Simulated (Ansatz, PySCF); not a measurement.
Species: H6Te (charge 0, singlet). 
Geometry from a B3LYP-D3(BJ)/def2-TZVP (Ansatz, a first-principles code) optimisation:
SMILES: [TeH6]
```xyz
7

Te     0.0000     0.0000     0.0000
H      1.7384     0.0136     0.0182
H     -1.7384    -0.0136    -0.0182
H     -0.0135     1.7385    -0.0051
H      0.0135    -1.7385     0.0051
H     -0.0182     0.0050     1.7384
H      0.0182    -0.0050    -1.7384
```
Charge 0, spin multiplicity 1.

Quantity: atomisation energy (electronic, to ground-state atoms), in kJ/mol. Valence correlation only, unless marked. UHF or UKS for open shells. No spin-orbit coupling. The frozen core is the preceding noble-gas configuration, with the filled d and f shells of earlier blocks. Past Kr the def2 sets carry scalar-relativistic core potentials. STO-3G rows are all-electron and non-relativistic. The coupled-cluster limit lacks core correlation, which all-electron functionals hold. CBS marks a two-point X^-3 extrapolation of the correlation energy; Hartree-Fock from the larger set.

| level | program | atomisation energy (kJ/mol) |
|---|---|---|
| HF/def2-TZVPPD | Ansatz | 617.4 |
| HF-D3(BJ)/def2-TZVPD | PySCF + dftd3 | 716.4 |
| BLYP-D3(BJ)/def2-TZVPD | Ansatz + dftd3 | 1099.3 |
| B97M-V/def2-TZVPD | Ansatz | 1158.9 |
| PBE0/STO-3G | Ansatz | 1374.0 |
| PBE0/def2-SVP | Ansatz | 1041.7 |
| r2SCAN0/def2-TZVPD | Ansatz | 1062.6 |

Problem. Predict the CCSD(T)/CBS(def2-TZVPP,def2-QZVPP) result (Ansatz).

Solution. 1097.6 kJ/mol, so r2SCAN0/def2-TZVPD differs from it by -35.0 kJ/mol.
